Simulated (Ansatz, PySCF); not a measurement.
Breaking the O4–H5 bond in AlFH2O (SMILES [OH][AlH][F]) (multiplicity 1 held, fragments rigid). Energies count from the point at 0.958 Å.
Geometry at that point (charge 0, multiplicity 1):
| atom | x (Å) | y (Å) | z (Å) |
|---|---|---|---|
| Al | -0.2244 | -0.3699 | 0.1214 |
| H | -1.0285 | -1.6418 | 0.5186 |
| F | 1.2464 | -0.0753 | 0.8183 |
| O | -0.8547 | 0.7027 | -1.0173 |
| H | -0.4341 | 1.5074 | -1.3228 |

Unrestricted levels (U-) break spin symmetry where that is lower. Curves can end on different states.

Rows in 3-21G, 6-31G* carry no dispersion term and start afresh at each structure (6-31G* with six Cartesian d functions). MP2/6-31G* freezes PySCF's default core.

Run with Ansatz (Gaussian orbitals); PySCF for 3-21G rows, 6-31G* rows. Values without a source in brackets are computed.

Problem. One of these levels gives 389.6 kJ/mol for the energy at R = 3.066 Å. Which?
A) U-HF/cc-pV(T+d)Z
B) R-HF/3-21G
C) R-MP2/6-31G*
D) U-B3LYP/6-31G*

Solution. A, U-HF/cc-pV(T+d)Z. The others give 934.7 (R-HF/3-21G), 503.0 (U-B3LYP/6-31G*), 575.9 (R-MP2/6-31G*)

Doubts at one or more of the structures used: a restricted determinant that unrestricted orbitals would lower (R-HF/3-21G, R-MP2/6-31G*); a spin-contaminated determinant (U-HF/cc-pV(T+d)Z, U-B3LYP/6-31G*).

Ansatz is a program for electronic structure.
